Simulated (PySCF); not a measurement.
**Gas-phase XPS of `COB1OBOBO1`, computed**

Species: CH5B3O4.
Cartesian coordinates in Å at the PBE0-D3(BJ)/def2-SVP level; atoms count from 1:
```xyz
13
CH5B3O4 angstrom
C      2.437   -0.099    0.291
O      1.507   -0.057   -0.764
B      0.181   -0.011   -0.572
O     -0.645    0.048   -1.673
B     -1.997    0.111   -1.519
O     -2.539    0.109   -0.255
B     -1.732    0.036    0.850
O     -0.375   -0.021    0.694
H      3.101   -0.965    0.149
H      1.944   -0.177    1.271
H      3.051    0.814    0.270
H     -2.718    0.169   -2.479
H     -2.214    0.019    1.952
```

Computed, not measured: PySCF, delta-SCF UKS SCAN, pcX-2 on the ionised atom, pcseg-1 elsewhere, spin-free X2C. Each binding energy is the total energy of the core-ionised species, with the hole localised on one atom, minus that of the ground state; both are solved self-consistently, so orbital relaxation is included.

Q: List the computed XPS lines with their assignment.

A: 
| atom(s) | bonded to | level | binding energy (eV) | above the level's lowest (eV) | count |
| --- | --- | --- | --- | --- | --- |
| C1 | O and 3 H | C 1s | 292.76 | 0.00 | 1 |
| O2 | C and B | O 1s | 539.07 | 0.00 | 1 |
| B3 | 3 O | B 1s | 198.70 | +0.64 | 1 |
| O4/O8 | 2 B | O 1s | 539.14 | +0.07 | 2 |
| B5/B7 | 2 O and H | B 1s | 198.06 | 0.00 | 2 |
| O6 | 2 B | O 1s | 539.19 | +0.12 | 1 |

The listed B 1s values span 0.64 eV, from B5/B7 (bonded to 2 O and H) to B3 (bonded to 3 O). Summing the Pauling electronegativity differences to the bonded atoms, each weighted by its formal bond order, gives +2.96 for the lowest site and +4.20 for the highest.

The 3 O 1s values lie within 0.12 eV of each other; Gaussian lines of 0.5 eV full width would blend them into one maximum.

Q: Which effective nuclear charge Zeff reproduces each element's mean 1s value in the hydrogen-like formula E = 13.606 eV × Zeff²?

A: B (Z = 5): mean 198.3 eV, Zeff = 3.82, Z − Zeff = 1.18; C (Z = 6): mean 292.8 eV, Zeff = 4.64, Z − Zeff = 1.36; O (Z = 8): mean 539.1 eV, Zeff = 6.29, Z − Zeff = 1.71. Means run over the listed sites, weighted by atom count.

Q: What is the longest wavelength that can ionise O 1s of O6 vertically?

A: λ = hc/E = 12398.42 eV Å / 539.19 eV = 22.995 Å.

Topologically equivalent atoms share the value of their first member; where this conformer doesn't relate them by symmetry, their own values could differ. One conformer (not necessarily the lowest) at the PBE0-D3(BJ)/def2-SVP geometry, without solvent, vibrations or thermal averaging.

The run took 46 s wall on Arm Neoverse V1, one thread, shared host with 32 logical CPUs at a one-minute load of 14, and the process peaked at 0.63 GiB of memory.
